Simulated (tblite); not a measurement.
Compound: C7H11P.
SMILES with atom numbers: `[CH2:1]=[CH:2][C:3]1=[CH:4][CH2:5][P:6]([CH3:7])[CH2:8]1` (hydrogens: H9, H10 on C1; H11 on C2; H12 on C4; H13, H14 on C5; H15, H16, H17 on C7; H18, H19 on C8)

Computed geometry: GFN2-xTB, gas phase.

(1) List the bond lengths, angles and torsions at this level.

Results:

(1) 
```
                  bond  length (Å)
                 C1=C2       1.329
                 C2–C3       1.448
                 C3=C4       1.335
                 C4–C5       1.492
                 C5–P6       1.871
                 P6–C7       1.854
                 P6–C8       1.868
                 C3–C8       1.505
                 C1–H9       1.077
                C1–H10       1.077
                C2–H11       1.083
                C4–H12       1.080
        C5–H13, C5–H14       1.094
C7–H15, C7–H16, C7–H17       1.089
        C8–H18, C8–H19       1.093
```

Bonds in one row agree within 0.01 Å and their mean is given. A selection of angles:
```
     angle  degrees
  C2–C1–H9    122.4
 C2–C1–H10    121.5
 H9–C1–H10    116.2
  C1–C2–C3    125.4
 C1–C2–H11    119.7
 C3–C2–H11    114.9
  C2–C3–C4    123.6
  C2–C3–C8    121.3
  C4–C3–C8    115.0
  C3–C4–C5    117.2
 C3–C4–H12    123.3
 C5–C4–H12    119.4
  C4–C5–P6    106.1
 C4–C5–H13    112.9
 C4–C5–H14    110.4
 P6–C5–H13    110.8
 P6–C5–H14    109.4
H13–C5–H14    107.3
  C5–P6–C7     97.1
  C5–P6–C8     90.4
  C7–P6–C8     97.1
 P6–C7–H15    108.9
 P6–C7–H16    111.1
H15–C7–H16    109.7
H15–C7–H17    108.4
 P6–C8–H18    109.9
  C3–C8–P6    106.8
 C3–C8–H18    112.7
 C3–C8–H19    110.2
H18–C8–H19    107.7
```

Torsions: C1–C2–C3–C4 -176° (antiperiplanar); C2–C3–C4–C5 178° (antiperiplanar); C3–C4–C5–P6 15° (synperiplanar); C4–C5–P6–C7 79° (synclinal); C5–P6–C8–C3 18° (synperiplanar); C2–C3–C8–P6 167° (antiperiplanar). The mirror-image conformer, all signs reversed, is as good.

The C–C distances run from 1.329 Å (C1=C2, drawn double) to 1.505 Å (C3–C8, drawn single), a spread of 0.176 Å. The 5-membered ring C3–C4–C5–P6–C8 has internal angles of 90.4° to 117.2°; it is puckered, 0.11 Å rms from its mean plane, widest ring torsion 18°. P6 (phosphine phosphorus) is pyramidal (angles 97.1°, 97.1° and 90.4°, sum 284.7°, 0.98 Å off the plane of its three neighbours). Of the pairs four or more bonds apart, C8···H9 is among the closest relative to their van der Waals radii: 2.71 Å, 94 % of the sum of Bondi's values.

Point group: C1 (no symmetry element, even within 0.4 Å). Its GFN2-xTB frequencies are all real (lowest 82 cm⁻¹). One conformer, not necessarily the lowest. 3 starts were optimised and ended at 0.00, 0.00 and 0.02 kcal/mol (GFN2-xTB); the lowest of these is shown.
